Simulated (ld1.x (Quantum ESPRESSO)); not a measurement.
PBE TM dataset for hafnium (Hf), scalar-relativistic all-electron reference.

The input file (ld1.x (Quantum ESPRESSO) 7.5):

```
&input
   title='Hf', zed=72., rel=1, dft='PBE', iswitch=3,
   config='[Xe] 4f14 5d2 6s2 6p0',
   nld=4, rlderiv=3.10, eminld=-7.0, emaxld=5.0, deld=0.02
 /
 &inputp
   pseudotype=2, tm=.true., lloc=-1, rcloc=1.75,
   nlcc=.false.,
   file_pseudopw='Hf.UPF', file_wfcaegen='ae.wfc', file_wfcncgen='nc.wfc', file_beta='beta', file_chi='chi'
 /
4
5S  1  0   2.00   0.00  1.00  1.00  0.0
5P  2  1   6.00   0.00  1.75  1.75  0.0
5D  3  2   2.00   0.00  2.85  2.85  0.0
4F  4  3  14.00   0.00  0.70  0.70  0.0
 &test
   configts(1)='4f14 5s2 5p6 5d2 6s2 6p0'
 /
```

Command:

```bash
ld1.x < Hf.in > Hf.out
```

Resulting log (shortened: banner, matrices, multipoles, cross overlaps and the repeated all-electron block are left out):

```
Program LD1 v.7.5
     --------------------------- All-electron run ----------------------------

     Hf
     scalar relativistic calculation

     atomic number is 72.00
     dft =PBE   lsd =0 sic =0 latt =0  beta=0.20 tr2=1.0E-14
     Exchange-correlation= PBE
                           (   1   4   3   4   0   0   0)
     mesh =1271 r(mesh) =  99.31870 a.u. xmin = -7.00 dx = 0.01250
     1 Ry =  13.60569312 eV, c = 137.03599908

     n l     nl                  e(Ry)          e(Ha)          e(eV)
     1 0     1S 1( 2.00)     -4798.6110     -2399.3055    -65288.4286
     2 0     2S 1( 2.00)      -820.6457      -410.3228    -11165.4529
     2 1     2P 1( 6.00)      -720.5158      -360.2579     -9803.1172
     3 0     3S 1( 2.00)      -186.9869       -93.4935     -2544.0869
     3 1     3P 1( 6.00)      -157.0786       -78.5393     -2137.1631
     4 0     4S 1( 2.00)       -37.6716       -18.8358      -512.5485
     4 1     4P 1( 6.00)       -27.8617       -13.9309      -379.0778
     3 2     3D 1(10.00)      -121.7032       -60.8516     -1655.8558
     5 0     5S 1( 2.00)        -4.9256        -2.4628       -67.0155
     5 1     5P 1( 6.00)        -2.6146        -1.3073       -35.5735
     4 2     4D 1(10.00)       -15.1900        -7.5950      -206.6705
     4 3     4F 1(14.00)        -1.2373        -0.6187       -16.8347
     5 2     5D 1( 2.00)        -0.1976        -0.0988        -2.6887
     6 0     6S 1( 2.00)        -0.3754        -0.1877        -5.1082
     6 1     6P 1( 0.00)        -0.1026        -0.0513        -1.3962

     final scf error:  9.5E-15 reached in  28 iterations

     Etot =  -30156.442974 Ry,  -15078.221487 Ha, -410299.308785 eV

     Ekin =   33046.727666 Ry,   16523.363833 Ha,  449623.635342 eV
     Encl =  -74400.522534 Ry,  -37200.261267 Ha,-1012270.677782 eV
     Eh   =   11812.508265 Ry,    5906.254132 Ha,  160717.362466 eV
     Exc  =    -615.156371 Ry,    -307.578186 Ha,   -8369.628810 eV

     normalization and overlap integrals

     s(1S/1S) =  1.000000  <r> =   0.0190  <r2> =    0.0005  r(max) =   0.0120
     s(2S/2S) =  1.000000  <r> =   0.0804  <r2> =    0.0076  r(max) =   0.0679
     s(2P/2P) =  1.000000  <r> =   0.0717  <r2> =    0.0063  r(max) =   0.0556
     s(3S/3S) =  1.000000  <r> =   0.2086  <r2> =    0.0498  r(max) =   0.1917
     s(3P/3P) =  1.000000  <r> =   0.2085  <r2> =    0.0504  r(max) =   0.1893
     s(4S/4S) =  1.000000  <r> =   0.4682  <r2> =    0.2475  r(max) =   0.4375
     s(4P/4P) =  1.000000  <r> =   0.4976  <r2> =    0.2818  r(max) =   0.4599
     s(3D/3D) =  1.000000  <r> =   0.1890  <r2> =    0.0419  r(max) =   0.1550
     s(5S/5S) =  1.000000  <r> =   1.1348  <r2> =    1.4495  r(max) =   1.0109
     s(5P/5P) =  1.000000  <r> =   1.3423  <r2> =    2.0507  r(max) =   1.1599
     s(4D/4D) =  1.000000  <r> =   0.5352  <r2> =    0.3323  r(max) =   0.4716
     s(4F/4F) =  1.000000  <r> =   0.6773  <r2> =    0.5953  r(max) =   0.4542
     s(5D/5D) =  1.000000  <r> =   2.5139  <r2> =    7.9530  r(max) =   1.6876
     s(6S/6S) =  1.000000  <r> =   3.4500  <r2> =   13.5887  r(max) =   2.8888
     s(6P/6P) =  1.000000  <r> =   5.1293  <r2> =   30.7367  r(max) =   4.0484

     ------------------------ End of All-electron run ------------------------

     --------------------- Generating NC pseudopotential ---------------------

      Generating local potential from pseudized AE potential:
      Matching radius rcloc =   1.7500

      Local pseudo, rcloc= 1.730 Estimated cut-off energy=     8.38 Ry

      Wfc   5S  rcut= 0.998  Using Troullier-Martins method

      Wfc   5P  rcut= 1.730  Using Troullier-Martins method

      Wfc   5D  rcut= 2.853  Using Troullier-Martins method

      Wfc   4F  rcut= 0.704  Using Troullier-Martins method

     ------------------- End of pseudopotential generation -------------------

     Computing logarithmic derivative in   3.09443
     Computing logarithmic derivative in   3.09443
     Computing the partial wave expansion
     R is outside the sphere for l=    0 j= 0.00
     R is outside the sphere for l=    1 j= 0.00
     R is outside the sphere for l=    2 j= 0.00
     R is outside the sphere for l=    3 j= 0.00

     ---------------------- Testing the pseudopotential ----------------------

     Hf
     scalar relativistic calculation

     atomic number is 72.00   valence charge is 26.00
     dft =PBE   lsd =0 sic =0 latt =0  beta=0.20 tr2=1.0E-14
     mesh =1271 r(mesh) =  99.31870 xmin = -7.00 dx = 0.01250

     n l     nl             e AE (Ry)        e PS (Ry)    De AE-PS (Ry)
     4 3     4F   1(14.00)       -1.23733       -1.23683       -0.00049
     1 0     5S   1( 2.00)       -4.92555       -4.92564        0.00009
     2 1     5P   1( 6.00)       -2.61460       -2.61461        0.00001
     3 2     5D   1( 2.00)       -0.19761       -0.19761        0.00000
     2 0     6S   1( 2.00)       -0.37544       -0.36581       -0.00963  !
     3 1     6P   1( 0.00)       -0.10262       -0.10282        0.00020

     eps = 3.1E-15  iter = 18

     Etot =  -30156.442974 Ry,  -15078.221487 Ha, -410299.308785 eV
     Etotps =  -603.091016 Ry,    -301.545508 Ha,   -8205.471285 eV

     Ekin =     820.483280 Ry,     410.241640 Ha,   11163.243718 eV
     Encl =   -1325.340768 Ry,    -662.670384 Ha,  -18032.179779 eV
     Ehrt =     574.587489 Ry,     287.293744 Ha,    7817.661043 eV
     Ecxc =     -50.661475 Ry,     -25.330737 Ha,    -689.284476 eV
     Epseu=    -622.159541 Ry,    -311.079771 Ha,   -8464.911792 eV

     ---------------------- End of pseudopotential test ----------------------
```

Generation and configuration tests took about 2.4 s on one core of a shared server CPU.

Transferability test of the new file with ld1.x, input:

```
&input
   title='Hf', zed=72., rel=1, dft='PBE', iswitch=2,
   config='[Xe] 4f14 5d2 6s2 6p0'
 /
 &test
   file_pseudo='Hf.UPF', nconf=8,
   configts(1)='4f14 5s2 5p6 5d2 6s2 6p0',
   configts(2)='4f14 5s2 5p6 5d2 6s1 6p0',
   configts(3)='4f14 5s2 5p6 5d2 6s0 6p0',
   configts(4)='4f14 5s2 5p6 5d1 6s0 6p0',
   configts(5)='4f14 5s2 5p6 5d3 6s0 6p0',
   configts(6)='4f14 5s2 5p5 5d2 6s2 6p0',
   configts(7)='4f14 5s2 5p6 5d3 6s1 6p0',
   configts(8)='4f13 5s2 5p6 5d3 6s2 6p0'
 /
```

```bash
ld1.x < Hf.test.in > Hf.test.out
```

Pseudopotential blocks of its output, shortened (energy terms left out; the distinct warnings before each block abridged to one line each):

```
     ---------------------- Testing the pseudopotential ----------------------

     n l     nl             e AE (Ry)        e PS (Ry)    De AE-PS (Ry)
     4 3     4F   1(14.00)       -1.23733       -1.23683       -0.00049
     1 0     5S   1( 2.00)       -4.92555       -4.92564        0.00009
     2 1     5P   1( 6.00)       -2.61460       -2.61461        0.00001
     3 2     5D   1( 2.00)       -0.19761       -0.19761        0.00000
     2 0     6S   1( 2.00)       -0.37544       -0.36581       -0.00963  !
     3 1     6P   1( 0.00)       -0.10262       -0.10282        0.00020

     eps = 8.9E-15  iter = 18

     Etot =  -30156.442974 Ry,  -15078.221487 Ha, -410299.308785 eV
     Etotps =  -603.091016 Ry,    -301.545508 Ha,   -8205.471293 eV

     ---------------------- End of pseudopotential test ----------------------

          ---------------------- Testing the pseudopotential ----------------------

     n l     nl             e AE (Ry)        e PS (Ry)    De AE-PS (Ry)
     4 3     4F   1(14.00)       -1.74661       -1.74118       -0.00543  !
     1 0     5S   1( 2.00)       -5.43473       -5.42889       -0.00583  !
     2 1     5P   1( 6.00)       -3.12470       -3.11899       -0.00571  !
     3 2     5D   1( 2.00)       -0.67663       -0.67233       -0.00430
     2 0     6S   1( 1.00)       -0.80664       -0.79166       -0.01498  !
     3 1     6P   1( 0.00)       -0.46737       -0.46568       -0.00169

     eps = 5.3E-15  iter = 18

     Etot =  -30155.856735 Ry,  -15077.928367 Ha, -410291.332597 eV
     Etotps =  -602.516735 Ry,    -301.258367 Ha,   -8197.657796 eV
     dEtot_ae =       0.586239 Ry
     dEtot_ps =       0.574281 Ry,   Delta E=       0.011958 Ry

     ---------------------- End of pseudopotential test ----------------------

          ---------------------- Testing the pseudopotential ----------------------

     n l     nl             e AE (Ry)        e PS (Ry)    De AE-PS (Ry)
     4 3     4F   1(14.00)       -2.34532       -2.33269       -0.01263  !
     1 0     5S   1( 2.00)       -6.03295       -6.01960       -0.01335  !
     2 1     5P   1( 6.00)       -3.72086       -3.70808       -0.01278  !
     3 2     5D   1( 2.00)       -1.22774       -1.21790       -0.00984  !
     2 0     6S   1( 0.00)       -1.28626       -1.26442       -0.02184  !
     3 1     6P   1( 0.00)       -0.88327       -0.87861       -0.00466

     eps = 9.6E-16  iter = 13

     Etot =  -30154.814546 Ry,  -15077.407273 Ha, -410277.152887 eV
     Etotps =  -601.492503 Ry,    -300.746251 Ha,   -8183.722409 eV
     dEtot_ae =       1.628428 Ry
     dEtot_ps =       1.598513 Ry,   Delta E=       0.029915 Ry

     ---------------------- End of pseudopotential test ----------------------

          ---------------------- Testing the pseudopotential ----------------------

     n l     nl             e AE (Ry)        e PS (Ry)    De AE-PS (Ry)
     4 3     4F   1(14.00)       -3.24495       -3.21968       -0.02527  !
     1 0     5S   1( 2.00)       -6.92846       -6.91083       -0.01763  !
     2 1     5P   1( 6.00)       -4.59441       -4.57800       -0.01642  !
     3 2     5D   1( 1.00)       -1.99375       -1.98012       -0.01363  !
     2 0     6S   1( 0.00)       -1.90796       -1.87905       -0.02891  !
     3 1     6P   1( 0.00)       -1.41859       -1.41337       -0.00522  !

     eps = 1.3E-15  iter = 19

     Etot =  -30153.212710 Ry,  -15076.606355 Ha, -410255.358809 eV
     Etotps =  -599.901971 Ry,    -299.950985 Ha,   -8162.082121 eV
     dEtot_ae =       3.230264 Ry
     dEtot_ps =       3.189045 Ry,   Delta E=       0.041218 Ry

     ---------------------- End of pseudopotential test ----------------------

          ---------------------- Testing the pseudopotential ----------------------

     n l     nl             e AE (Ry)        e PS (Ry)    De AE-PS (Ry)
     4 3     4F   1(14.00)       -1.59775       -1.59276       -0.00499
     1 0     5S   1( 2.00)       -5.28449       -5.27437       -0.01012  !
     2 1     5P   1( 6.00)       -2.98489       -2.97505       -0.00984  !
     3 2     5D   1( 3.00)       -0.58497       -0.57783       -0.00715  !
     2 0     6S   1( 0.00)       -0.75012       -0.73400       -0.01612  !
     3 1     6P   1( 0.00)       -0.43199       -0.42850       -0.00349

     eps = 1.9E-15  iter = 16

     Etot =  -30155.708766 Ry,  -15077.854383 Ha, -410289.319378 eV
     Etotps =  -602.378275 Ry,    -301.189138 Ha,   -8195.773954 eV
     dEtot_ae =       0.734208 Ry
     dEtot_ps =       0.712741 Ry,   Delta E=       0.021467 Ry

     ---------------------- End of pseudopotential test ----------------------

          ---------------------- Testing the pseudopotential ----------------------

     n l     nl             e AE (Ry)        e PS (Ry)    De AE-PS (Ry)
     4 3     4F   1(14.00)       -2.15136       -2.16052        0.00917  !
     1 0     5S   1( 2.00)       -5.80392       -5.81265        0.00873  !
     2 1     5P   1( 5.00)       -3.45279       -3.46029        0.00750  !
     3 2     5D   1( 2.00)       -0.87531       -0.87469       -0.00061
     2 0     6S   1( 2.00)       -0.90669       -0.89144       -0.01525  !
     3 1     6P   1( 0.00)       -0.52406       -0.52514        0.00108

     eps = 7.7E-15  iter = 23

     Etot =  -30153.427966 Ry,  -15076.713983 Ha, -410258.287510 eV
     Etotps =  -600.069247 Ry,    -300.034624 Ha,   -8164.358029 eV
     dEtot_ae =       3.015008 Ry
     dEtot_ps =       3.021769 Ry,   Delta E=      -0.006761 Ry

     ---------------------- End of pseudopotential test ----------------------

          ---------------------- Testing the pseudopotential ----------------------

     n l     nl             e AE (Ry)        e PS (Ry)    De AE-PS (Ry)
     4 3     4F   1(14.00)       -1.13683       -1.13648       -0.00035
     1 0     5S   1( 2.00)       -4.82357       -4.82003       -0.00355
     2 1     5P   1( 6.00)       -2.52082       -2.51735       -0.00347
     3 2     5D   1( 3.00)       -0.14602       -0.14375       -0.00227
     2 0     6S   1( 1.00)       -0.34816       -0.33772       -0.01044  !
     3 1     6P   1( 0.00)       -0.09394       -0.09315       -0.00080

     eps = 6.2E-15  iter = 18

     Etot =  -30156.252406 Ry,  -15078.126203 Ha, -410296.715970 eV
     Etotps =  -602.909002 Ry,    -301.454501 Ha,   -8202.994862 eV
     dEtot_ae =       0.190568 Ry
     dEtot_ps =       0.182014 Ry,   Delta E=       0.008554 Ry

     ---------------------- End of pseudopotential test ----------------------

          Warning: n=4, l=3 expected 0 nodes, found 1
     ---------------------- Testing the pseudopotential ----------------------

     n l     nl             e AE (Ry)        e PS (Ry)    De AE-PS (Ry)
     4 3     4F   1(13.00)       -1.80965       -1.90230        0.09265  !
     1 0     5S   1( 2.00)       -5.22154       -5.23297        0.01143  !
     2 1     5P   1( 6.00)       -2.83933       -2.85455        0.01522  !
     3 2     5D   1( 3.00)       -0.27254       -0.26958       -0.00296
     2 0     6S   1( 2.00)       -0.39203       -0.38261       -0.00942  !
     3 1     6P   1( 0.00)       -0.10194       -0.10433        0.00239

     eps = 1.4E-15  iter = 21

     Etot =  -30155.154108 Ry,  -15077.577054 Ha, -410281.772868 eV
     Etotps =  -601.761351 Ry,    -300.880676 Ha,   -8187.380279 eV
     dEtot_ae =       1.288866 Ry
     dEtot_ps =       1.329665 Ry,   Delta E=      -0.040799 Ry

     ---------------------- End of pseudopotential test ----------------------
```
